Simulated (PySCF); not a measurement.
## How methods differ on the ionisation energy of Ca

Ca [Ar] 4s2 (1S) → Ca⁺ [Ar] 4s1 (2S), as a difference of total energies. Calculation: PySCF 2.14, in 6-31G*; the non-relativistic Hamiltonian (point nucleus). Correlated levels: valence: [Ar] frozen. The calculations carry no spin-orbit coupling.

Order these methods by the ionisation energy they give, lowest first.
A. MP2 (valence)
B. M06-2X
C. UHF
D. SCS-MP2 (valence)

C (5.128 eV), A (5.600 eV), D (5.694 eV), B (6.291 eV).

These non-relativistic numbers lack the scalar-relativistic shift.

Errors of the correlated levels include the incompleteness of this basis and the frozen core.

With two correlated electrons CCSD is exact in that space.

For comparison: 6.113 eV (measured; NIST Atomic Spectra Database, ionization energies).
